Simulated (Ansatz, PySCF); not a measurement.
C₃H₄ClFSi, SMILES C(#C)[Si@H](Cl)CF. Atoms are numbered in the order given.

```xyz
10

C      2.3868    -0.0531    -1.5982
C      1.4632     0.1146    -0.8245
Si     0.0570     0.3755     0.3073
Cl     0.0618    -1.0855     1.7737
C     -1.5762     0.1959    -0.6282
F     -1.6637     1.1897    -1.5788
H      3.2051    -0.2009    -2.2813
H      0.1680     1.7079     0.9519
H     -1.6326    -0.7925    -1.1170
H     -2.4293     0.2730     0.0690
```
Charge 0, spin multiplicity 1.

The structure is a stationary point at PBE0-D3(BJ)/def2-SVP. The structure was generated by enumeration; whether it is a known compound was not checked. The values are those of a single conformer.

Two levels are set side by side: PBE-D3(BJ)/def2-SVP (Ansatz, an electronic-structure program) and PBE0-D3(BJ)/def2-SVP (Ansatz). Each level has its own optimised geometry; the coordinates shown are those of the second. Frequencies come from the Hessian of PySCF at each geometry. Differences are taken from unrounded values.

```csv
quantity,PBE0-D3(BJ)
mean bond length (Å),1.461
bond C1–C2 (Å),1.216
bond C2–Si3 (Å),1.824
bond Si3–Cl4 (Å),2.070
bond Si3–C5 (Å),1.891
bond C5–F6 (Å),1.378
bond C1–H7 (Å),1.076
bond Si3–H8 (Å),1.484
bond C5–H9 (Å),1.104
bond C5–H10 (Å),1.105
highest harmonic wavenumber (cm⁻¹),3473
mean harmonic wavenumber (cm⁻¹),1102
zero-point energy (kcal/mol),37.81
```

Task: What does PBE-D3(BJ) give, and how far is it from PBE0-D3(BJ)? (An estimate is asked for; the answer gives what the named calculation found.)

Result: 
```json
[
 {"quantity": "mean bond length (Å)", "PBE-D3(BJ)": "1.472", "PBE-D3(BJ) minus PBE0-D3(BJ)": "0.011"},
 {"quantity": "bond C1–C2 (Å)", "PBE-D3(BJ)": "1.229", "PBE-D3(BJ) minus PBE0-D3(BJ)": "0.012"},
 {"quantity": "bond C2–Si3 (Å)", "PBE-D3(BJ)": "1.829", "PBE-D3(BJ) minus PBE0-D3(BJ)": "0.005"},
 {"quantity": "bond Si3–Cl4 (Å)", "PBE-D3(BJ)": "2.086", "PBE-D3(BJ) minus PBE0-D3(BJ)": "0.016"},
 {"quantity": "bond Si3–C5 (Å)", "PBE-D3(BJ)": "1.904", "PBE-D3(BJ) minus PBE0-D3(BJ)": "0.013"},
 {"quantity": "bond C5–F6 (Å)", "PBE-D3(BJ)": "1.393", "PBE-D3(BJ) minus PBE0-D3(BJ)": "0.015"},
 {"quantity": "bond C1–H7 (Å)", "PBE-D3(BJ)": "1.083", "PBE-D3(BJ) minus PBE0-D3(BJ)": "0.007"},
 {"quantity": "bond Si3–H8 (Å)", "PBE-D3(BJ)": "1.496", "PBE-D3(BJ) minus PBE0-D3(BJ)": "0.012"},
 {"quantity": "bond C5–H9 (Å)", "PBE-D3(BJ)": "1.113", "PBE-D3(BJ) minus PBE0-D3(BJ)": "0.009"},
 {"quantity": "bond C5–H10 (Å)", "PBE-D3(BJ)": "1.114", "PBE-D3(BJ) minus PBE0-D3(BJ)": "0.010"},
 {"quantity": "highest harmonic wavenumber (cm⁻¹)", "PBE-D3(BJ)": "3389", "PBE-D3(BJ) minus PBE0-D3(BJ)": "-84"},
 {"quantity": "mean harmonic wavenumber (cm⁻¹)", "PBE-D3(BJ)": "1061", "PBE-D3(BJ) minus PBE0-D3(BJ)": "-41"},
 {"quantity": "zero-point energy (kcal/mol)", "PBE-D3(BJ)": "36.41", "PBE-D3(BJ) minus PBE0-D3(BJ)": "-1.40"}
]
```

GGA bonds tend to be longer and softer than those of functionals with exact exchange. Differences between two approximate levels are no errors against the true value.
